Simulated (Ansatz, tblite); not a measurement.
Cost and result up the ladder for `Cn1cccc1-c1cccn1C` (24 atoms). Total charge 0; singlet. Geometry: r2SCAN-D4/def2-SVP.

```xyz
24

C     1.913   -0.475    1.695
N     0.526   -0.853    1.536
C    -0.204   -1.528    2.483
C    -1.492   -1.704    2.007
C    -1.542   -1.118    0.718
C    -0.278   -0.595    0.435
C     0.220    0.080   -0.752
C     1.405   -0.101   -1.468
C     1.390    0.792   -2.568
C     0.200    1.497   -2.502
N    -0.501    1.071   -1.402
C    -1.787    1.600   -1.002
H     2.118   -0.294    2.759
H     2.598   -1.261    1.333
H     2.113    0.444    1.128
H     0.256   -1.825    3.425
H    -2.304   -2.205    2.532
H    -2.392   -1.105    0.037
H     2.175   -0.835   -1.232
H     2.158    0.907   -3.332
H    -0.206    2.275   -3.148
H    -1.851    2.656   -1.300
H    -1.895    1.527    0.089
H    -2.621    1.051   -1.470
```

Ansatz on 6 threads of Intel Xeon on a shared host; xTB runs through tblite on one thread. Times are rough, summed over both states, and most runs start from the orbitals of an earlier one. B2PLYP/def2-TZVP serves as the yardstick here, not as an exact answer. The other state is a doublet.

The xTB rows come from tblite. Correlated methods freeze 12 core orbitals.

Raw xTB energies of ions are shifted by several eV.

```json
{"level": "PBE-D4/def2-TZVP (with forces)", "functions": "444", "vertical IE (eV)": "6.82", "difference from B2PLYP/def2-TZVP (eV)": "-0.12"}
{"level": "PBE0-D4/def2-TZVP", "functions": "444", "vertical IE (eV)": "6.92", "difference from B2PLYP/def2-TZVP (eV)": "-0.02"}
{"level": "GFN2-xTB", "functions": "60", "vertical IE (eV)": "11.87", "difference from B2PLYP/def2-TZVP (eV)": "4.93"}
{"level": "GFN1-xTB", "functions": "72", "vertical IE (eV)": "12.70", "difference from B2PLYP/def2-TZVP (eV)": "5.77"}
{"level": "B2PLYP/def2-TZVP", "functions": "444", "vertical IE (eV)": "6.94", "difference from B2PLYP/def2-TZVP (eV)": "0.00"}
```

(1) Estimate how long each takes.

Results:

(1) GFN2-xTB 0.05 s; GFN1-xTB 0.073 s; PBE-D4/def2-TZVP (with forces) 21 s; PBE0-D4/def2-TZVP 54 s; B2PLYP/def2-TZVP 64 s. On shared hardware such times vary by a factor of up to 3.
